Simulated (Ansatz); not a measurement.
Born–Oppenheimer molecular dynamics of ClF3H4NTa (10 atoms, charge 0, multiplicity 1). It starts at the highest image of a converged band, a first-order saddle point between two minima.

Method: RKS r2SCAN-D4/def2-SVP (Ansatz).

| Quantity | Value |
| --- | --- |
| ensemble | NVE (velocity Verlet) |
| time step | 0.5 fs |
| steps asked | 200 |
| starting velocities drawn for | 100 K |
| seed | 5474 |

First frame:

```xyz
10
Properties=species:S:1:pos:R:3
Ta -0.527 -0.410 0.183
Cl 2.535 0.658 0.469
F -0.493 -0.221 2.056
F -0.022 -0.623 -1.618
N -0.712 1.532 -0.045
H -0.607 2.176 0.739
H -0.471 1.996 -0.920
F -2.156 -1.310 0.065
H 0.929 -1.470 0.491
H 1.955 -0.563 0.526
```

How far do the bonds stretch over the last three quarters of this one trajectory? (Pairs bonded in most of those frames.)


| bond | mean (Å) | spread (Å) | shortest | longest |
| --- | --- | --- | --- | --- |
| Ta1–Cl2 | 3.131 | 0.048 | 3.04 | 3.21 |
| Ta1–F3 | 1.883 | 0.004 | 1.88 | 1.89 |
| Ta1–F4 | 1.888 | 0.013 | 1.86 | 1.90 |
| Ta1–N5 | 1.962 | 0.008 | 1.95 | 1.97 |
| Ta1–F8 | 1.868 | 0.007 | 1.86 | 1.88 |
| Ta1–H9 | 1.846 | 0.020 | 1.81 | 1.90 |
| Ta1–H10 | 2.409 | 0.055 | 2.33 | 2.48 |
| Cl2–H10 | 1.383 | 0.033 | 1.32 | 1.44 |
| N5–H6 | 1.022 | 0.017 | 1.00 | 1.05 |
| N5–H7 | 1.022 | 0.016 | 1.00 | 1.05 |

Mean temperature of the second half: 55 K. The conserved energy stayed within 0.085 meV per atom of its start (net change 0.021 meV per atom), so the integration is sound. A run of 0.1 ps of so small a system gives no equilibrium averages. The orbitals stay closed-shell, which can raise the energy where a bond breaks towards radicals; this wasn't checked here.

The run took 13 min on 4 threads of Arm Neoverse V2, with other jobs on the host, peak memory 0.23 GiB.
